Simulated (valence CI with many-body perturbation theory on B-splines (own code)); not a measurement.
The numbers below are computed, except where a source is named.
From CI to CI+MBPT in Pr45+

Level of theory: valence CI with perturbative core correlation (CI+MBPT): four valence electrons over a frozen Dirac-Fock core [Ne], radial functions for each j: 11 s, 11 p, 9 d, 7 f, 5 g, 2 h, 1 i, with the one-electron correlation potential Σ1 (screened to all orders), the two-electron term Σ2, the three-electron term Σ3, Breit, model QED; selected single and double excitations, second order for the rest (own B-spline code, finite nucleus).

No measured spectrum was set against this ion. As an estimate, large intervals hold to a few tenths of a per cent, small ones and those within an open d or f shell to about a per cent.

Each rung adds one term. CI alone is the Dirac-Coulomb CI over the frozen core; QED comes last and gives the full result, which names the levels. Energies are above (3s^2 3p1/2^2) J=0 on the same rung, in eV.

Levels are named by their leading jj configuration (3d3/2^4 stands for four electrons in 3d with j = 3/2), which in mixed levels can hold well under half, so a name can repeat and another be missing. Letters in brackets count levels of one name in rising energy.

| Level | CI alone | Σ1 | Σ2 | Σ3 | Breit | QED | Full |
| --- | --- | --- | --- | --- | --- | --- | --- |
| (3s^2 3p1/2 3p3/2) J=1 | 115.94 | +0.103 | +0.090 | +0.018 | -1.690 | +0.197 | 114.66 |
| (3s^2 3p1/2 3p3/2) J=2 | 123.39 | +0.104 | +0.060 | +0.004 | -1.926 | +0.196 | 121.82 |
| (3s 3p1/2^2 3p3/2) J=2 | 233.98 | -0.126 | +0.074 | +0.064 | -0.262 | -1.715 | 232.01 |
| (3s^2 3p3/2^2) J=2 | 244.42 | +0.205 | +0.151 | +0.010 | -3.477 | +0.375 | 241.68 |
| (3s 3p1/2^2 3p3/2) J=1 | 256.14 | -0.124 | -0.150 | +0.041 | -0.351 | -1.552 | 254.00 |
| (3s^2 3p3/2^2) J=0 | 259.79 | +0.205 | +0.089 | -0.021 | -3.231 | +0.371 | 257.20 |
| (3s^2 3p1/2 3d3/2) J=2 | 282.50 | -0.104 | -0.118 | -0.024 | -2.477 | -0.116 | 279.67 |
| (3s^2 3p1/2 3d3/2) J=1 | 313.53 | -0.108 | -0.699 | -0.123 | -1.987 | -0.358 | 310.26 |
| (3s^2 3p1/2 3d5/2) J=2 | 320.21 | -0.017 | -0.139 | -0.015 | -2.911 | -0.355 | 316.78 |
| (3s^2 3p1/2 3d5/2) J=3 | 323.35 | -0.012 | -0.180 | -0.050 | -3.481 | -0.126 | 319.51 |
| (3s 3p1/2 3p3/2^2) J=2 [a] | 351.60 | -0.028 | -0.090 | +0.007 | -2.018 | -1.255 | 348.22 |
| (3s 3p1/2 3p3/2^2) J=3 | 361.40 | -0.022 | +0.041 | +0.037 | -2.388 | -1.360 | 357.71 |
| (3s 3p1/2 3p3/2^2) J=0 | 369.02 | -0.025 | +0.110 | +0.044 | -1.757 | -1.408 | 365.99 |
| (3s 3p1/2 3p3/2^2) J=1 [a] | 378.97 | -0.022 | -0.064 | +0.035 | -2.048 | -1.365 | 375.50 |
| (3s 3p1/2 3p3/2^2) J=2 [b] | 381.75 | -0.021 | -0.191 | +0.032 | -2.401 | -1.192 | 377.98 |
| (3s 3p1/2 3p3/2^2) J=1 [b] | 389.53 | -0.027 | -0.455 | +0.010 | -1.769 | -1.547 | 385.74 |
| (3s 3p1/2^2 3d3/2) J=1 | 402.75 | -0.335 | -0.176 | -0.005 | -0.568 | -2.059 | 399.61 |
| (3s 3p1/2^2 3d3/2) J=2 | 407.79 | -0.331 | -0.215 | -0.017 | -0.748 | -2.062 | 404.42 |
| (3s^2 3p3/2 3d3/2) J=3 | 427.85 | 0.000 | -0.425 | -0.102 | -4.252 | +0.016 | 423.09 |
| (3s^2 3p3/2 3d3/2) J=2 | 428.15 | -0.010 | -0.649 | -0.088 | -3.609 | -0.323 | 423.47 |
| (3s^2 3p3/2 3d3/2) J=1 | 428.71 | -0.005 | -0.516 | -0.084 | -3.710 | -0.155 | 424.24 |
| (3s^2 3p3/2 3d3/2) J=0 | 429.76 | -0.004 | -0.475 | -0.094 | -3.563 | -0.098 | 425.52 |
| (3s^2 3p3/2 3d5/2) J=4 | 436.93 | +0.092 | -0.030 | -0.034 | -5.200 | +0.166 | 431.93 |
| (3s^2 3p3/2 3d5/2) J=2 | 440.00 | +0.087 | -0.059 | -0.016 | -4.815 | -0.016 | 435.18 |
| (3s 3p1/2^2 3d5/2) J=3 | 441.02 | -0.243 | -0.327 | -0.031 | -1.789 | -1.973 | 436.66 |
| (3s 3p1/2^2 3d5/2) J=2 | 450.90 | -0.248 | -0.343 | -0.052 | -1.543 | -2.067 | 446.65 |
| (3s^2 3p3/2 3d5/2) J=3 | 464.45 | +0.080 | -0.559 | -0.147 | -4.969 | +0.102 | 458.96 |
| (3s^2 3p3/2 3d5/2) J=1 | 469.60 | +0.087 | -0.381 | -0.167 | -4.623 | +0.061 | 464.57 |
| (3s 3p1/2 3p3/2 3d3/2) J=2 [a] | 497.52 | -0.243 | -0.123 | +0.065 | -1.357 | -2.548 | 493.31 |
| (3s 3p3/2^3) J=2 | 501.20 | +0.073 | -0.286 | -0.023 | -3.553 | -1.249 | 496.16 |
| (3s 3p1/2 3p3/2 3d3/2) J=0 [a] | 503.75 | -0.238 | +0.065 | +0.041 | -1.717 | -2.076 | 499.83 |

The middle columns are the shifts that each term adds.

Question: How does the ionisation energy move along the ladder, and which term matters most?

Answer: CI alone 3734.2, + Σ1 3735.2, + Σ2 3735.2, + Σ3 3735.0, + Breit 3730.7, + QED 3730.8 eV. The largest step is Breit, -4.3 eV. NIST lists 3729 ± 4 eV (theoretical).
